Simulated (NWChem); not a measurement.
System: silanone (SiH₂O); SMILES O=[SiH2]

NWChem input:

```
start job
memory heap 200 mb stack 900 mb global 1100 mb
geometry units angstroms
  Si     0.000000     0.000000    -0.436952
  O      0.000000     0.000000     1.095095
  H      0.000000    -1.235351    -1.273402
  H      0.000000     1.235351    -1.273402
end
basis spherical
  Si library aug-pcseg-1
  O library aug-pcseg-1
  H library aug-pcseg-1
end
dft
  xc b3lyp
  iterations 150
end
driver
  maxiter 120
end
task dft optimize
task dft freq
```

Output (shortened):

```
             Northwest Computational Chemistry Package (NWChem) 7.3.0
             --------------------------------------------------------

 C2V symmetry detected

                             Geometry "geometry" -> ""
                             -------------------------

 Output coordinates in angstroms (scale by  1.889725989 to convert to a.u.)

  No.       Tag          Charge          X              Y              Z
 ---- ---------------- ---------- -------------- -------------- --------------
    1 Si                  14.0000     0.00000000     0.00000000    -0.44097817
    2 O                    8.0000     0.00000000     0.00000000     1.09106883
    3 H                    1.0000     0.00000000    -1.23535100    -1.27742817
    4 H                    1.0000     0.00000000     1.23535100    -1.27742817

 Effective nuclear repulsion energy (a.u.)      52.0007935892

      Symmetry information
      --------------------

 Group name             C2v
 Group number             16
 Group order               4
 No. of unique centers     3

                                Z-matrix (autoz)
                                --------

 Units are Angstrom for bonds and degrees for angles

      Type          Name      I     J     K     L     M      Value
      ----------- --------  ----- ----- ----- ----- ----- ----------
    1 Stretch                  1     2                       1.53205
    2 Stretch                  1     3                       1.49189
    3 Stretch                  1     4                       1.49189
    4 Bend                     2     1     3               124.10173
    5 Bend                     2     1     4               124.10173
    6 Bend                     3     1     4               111.79653
    7 Torsion                  2     1     3     4         180.00000
    8 Torsion                  2     1     4     3         180.00000
    9 Torsion                  3     1     2     4         180.00000
   10 Torsion                  2     4     1     3         180.00000
   11 Torsion                  3     2     1     4         180.00000
   12 Torsion                  2     3     1     4         180.00000

                           NWChem Geometry Optimization
                           ----------------------------

[...]

      ----------------------
      Optimization converged
      ----------------------

  Step       Energy      Delta E   Gmax     Grms     Xrms     Xmax
  ---- ---------------- -------- -------- -------- -------- --------
@    4    -365.90159362  1.3D-08  0.00003  0.00001  0.00010  0.00020
                                     ok       ok       ok       ok

                                Z-matrix (autoz)
                                --------

 Units are Angstrom for bonds and degrees for angles

      Type          Name      I     J     K     L     M      Value     Gradient
      ----------- --------  ----- ----- ----- ----- ----- ---------- ----------
    1 Stretch                  1     2                       1.53833   -0.00003
    2 Stretch                  1     3                       1.48627   -0.00002
    3 Stretch                  1     4                       1.48627   -0.00002
    4 Bend                     2     1     3               123.92032    0.00000
    5 Bend                     2     1     4               123.92032    0.00000
    6 Bend                     3     1     4               112.15936   -0.00001
    7 Torsion                  2     1     3     4         180.00000    0.00000
    8 Torsion                  2     1     4     3         180.00000    0.00000
    9 Torsion                  3     1     2     4         180.00000    0.00000
   10 Torsion                  2     4     1     3         180.00000    0.00000
   11 Torsion                  3     2     1     4         180.00000    0.00000
   12 Torsion                  2     3     1     4         180.00000    0.00000

                         Geometry "geometry" -> "geometry"
                         ---------------------------------

[...]

 Rotational Constants
 --------------------
 A=   5.498273 cm-1  (  7.910612 K)
 B=   0.606373 cm-1  (  0.872416 K)
 C=   0.546142 cm-1  (  0.785759 K)

 Temperature                      =   298.15K
 frequency scaling parameter      =   1.0000

 Zero-Point correction to Energy  =   11.486 kcal/mol  (  0.018304 au)
 Thermal correction to Energy     =   13.446 kcal/mol  (  0.021427 au)
 Thermal correction to Enthalpy   =   14.038 kcal/mol  (  0.022371 au)

 Total Entropy                    =   56.207 cal/mol-K
   - Translational                =   37.386 cal/mol-K (mol. weight =  45.9875)
   - Rotational                   =   18.036 cal/mol-K (symmetry #  =        2)
   - Vibrational                  =    0.785 cal/mol-K

 Cv (constant volume heat capacity) =    8.267 cal/mol-K
   - Translational                  =    2.979 cal/mol-K
   - Rotational                     =    2.979 cal/mol-K
   - Vibrational                    =    2.308 cal/mol-K

[normal modes left out]

 ----------------------------------------------------------------------------
 Normal Eigenvalue ||           Projected Infra Red Intensities
  Mode   [cm**-1]  || [atomic units] [(debye/angs)**2] [(KM/mol)] [arbitrary]
 ------ ---------- || -------------- ----------------- ---------- -----------
    1       -0.000 ||    0.013671           0.315        13.327       3.529
    2       -0.000 ||    0.001058           0.024         1.031       0.273
    3        0.000 ||    0.007255           0.167         7.073       1.873
    4        0.000 ||    0.014862           0.343        14.489       3.836
    5        0.000 ||    0.007188           0.166         7.007       1.855
    6        0.000 ||    0.000014           0.000         0.014       0.004
    7      676.397 ||    0.061655           1.422        60.104      15.915
    8      693.554 ||    0.051042           1.178        49.758      13.176
    9     1002.244 ||    0.040758           0.940        39.733      10.521
   10     1194.681 ||    0.087969           2.030        85.757      22.708
   11     2226.418 ||    0.046641           1.076        45.468      12.039
   12     2245.006 ||    0.132767           3.063       129.428      34.271
 ----------------------------------------------------------------------------
```

Level: B3LYP/aug-pcseg-1. B3LYP is NWChem's, with the RPA form of VWN correlation.
